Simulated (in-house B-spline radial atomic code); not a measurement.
A radial electron density 4πr²n(r) was computed for an atom or ion in its tabulated ground configuration with an all-electron radial atomic-structure program (B-spline basis); method: non-relativistic Hartree-Fock, average of configuration. Columns: r (bohr), 4πr²n(r) (electrons per bohr), bar.

```
 0.00143    1.536 #
 0.00175    2.234 #
 0.00213    3.195 ##
  0.0026     4.56 ###
 0.00318    6.467 ####
 0.00388    9.028 ######
 0.00473    12.41 ########
 0.00577    16.79 ##########
 0.00704    22.25 ##############
 0.00859    28.75 ##################
  0.0105    36.09 ######################
  0.0128    43.54 ###########################
  0.0156     50.3 ###############################
   0.019    55.23 ##################################
  0.0232    57.39 ###################################
  0.0283    56.34 ##################################
  0.0346    53.01 ################################
  0.0422    49.94 ###############################
  0.0515    50.24 ###############################
  0.0628    55.73 ##################################
  0.0766    64.79 ########################################
  0.0934    72.01 ############################################
   0.114    71.57 ############################################
   0.139     62.7 ######################################
    0.17    52.15 ################################
   0.207    49.28 ##############################
   0.253    54.75 #################################
   0.308    58.43 ####################################
   0.376    50.51 ###############################
   0.459    33.39 ####################
    0.56     19.2 ############
   0.683    15.07 #########
   0.833    16.81 ##########
    1.02    16.85 ##########
    1.24    13.16 ########
    1.51    8.201 #####
    1.85    4.197 ###
    2.25    1.915 #
    2.75   0.7389 
    3.35   0.2381 
    4.09  0.05757 
    4.99 0.009739
```

Task: Which atom or ion is it?
A. Pd+
B. Ag+
C. Rh+
D. Pd

Result: A. The area under the curve, ∫4πr²n dr = ∫r·4πr²n d(ln r) on this logarithmic grid, is 45 electrons, which only this option has. The configuration is [Kr] 4d9.
